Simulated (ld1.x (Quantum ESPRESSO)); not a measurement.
silicon (Si) RRKJ: all-electron and pseudo phase curves

Si, norm-conserving RRKJ (Kleinman–Bylander form), made with ld1.x (Quantum ESPRESSO) 7.5 (PBE, non-relativistic). Core [Ne], reference 3s2 3p2. Waves: 3p (bound): rc 1.90 bohr; 3d channel at 0.1 Ry: rc 1.60 bohr; 3s (bound): rc 1.60 bohr. Local part: the s channel. Core correction: none. rho0 = 0.001.

The phase is arctan(r·u′/u) with u = r·R(r), unwrapped; energies in Ry, scanned from -3 to 5 Ry. A pole is an energy at which the radial function vanishes at the test radius. The pseudo phase is shifted by a multiple of π to meet the all-electron one at the reference energy, and phase errors are pseudo minus all-electron; the curves can meet again beyond the range given. Levels narrower than the energy grid can be missing from the lists of poles.

```csv
channel,radius (bohr),reference energy (Ry),"poles, all-electron","poles, pseudo",unbroken range about the reference energy with phases within 0.05 rad,phase error 1 Ry above the reference energy (rad)
s,2.05,-0.79,1.85,1.73,below 3.8,-0.004
p,2.05,-0.30,2.80,2.60,below 4.2,-0.009
d,2.05,0.10,3.47,3.58,the whole range,+0.006
```

Phases in the p channel:

| E (Ry) | all-electron | pseudo |
| --- | --- | --- |
| -3.00 | 1.236 | 1.232 |
| -2.52 | 1.193 | 1.190 |
| -2.04 | 1.132 | 1.128 |
| -1.56 | 1.037 | 1.034 |
| -1.08 | 0.871 | 0.868 |
| -0.60 | 0.534 | 0.533 |
| -0.12 | -0.138 | -0.138 |
| 0.36 | -0.823 | -0.829 |
| 0.84 | -1.173 | -1.182 |
| 1.32 | -1.347 | -1.358 |
| 1.80 | -1.448 | -1.462 |
| 2.28 | -1.516 | -1.533 |
| 2.76 | -1.567 | -1.589 |
| 3.24 | -1.610 | -1.637 |
| 3.72 | -1.648 | -1.683 |
| 4.20 | -1.685 | -1.734 |
| 4.68 | -1.726 | -1.795 |
